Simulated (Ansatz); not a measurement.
```xyz
13

C    -0.6177   -0.1722   -1.7589
N    -0.0429   -0.1919   -0.4374
B     0.8615   -1.0835    0.1306
Ge    0.7968    0.0034    1.8834
C    -0.4124    0.8522    0.5254
H    -1.7093   -0.2445   -1.7076
H    -0.2351   -1.0114   -2.3399
H    -0.3681    0.7605   -2.2758
H     1.3349   -2.0318   -0.4177
H     0.0575   -0.4921    3.1398
H     1.9510    0.9175    2.3337
H    -1.4836    0.8431    0.7491
H    -0.1325    1.8505    0.1753
```

The species carries charge 0 and has multiplicity 1.

Task: List the B3LYP/def2-TZVPP orbital energies in eV (the Gaussian-basis code of Ansatz). (Estimate.)

Result: Computed: Occupied: -10849.52, -1353.91, -1204.82, -1204.81, -1204.80, -390.17, -277.69, -277.36, -183.34, -168.44, -118.71, -118.68, -118.64, -32.27, -32.26, -32.21, -32.18, -32.18, -25.25, -19.81, -17.41, -15.04, -13.07, -12.89, -12.80, -11.20, -11.17, -9.96, -8.93, -8.15, -7.42, -6.98. Lowest empty: -0.56, 0.39, 0.85, 1.09, 1.90, 2.21, 2.29, 2.44.

B3LYP here is the variant with VWN-RPA as its local correlation; programs differ in this.
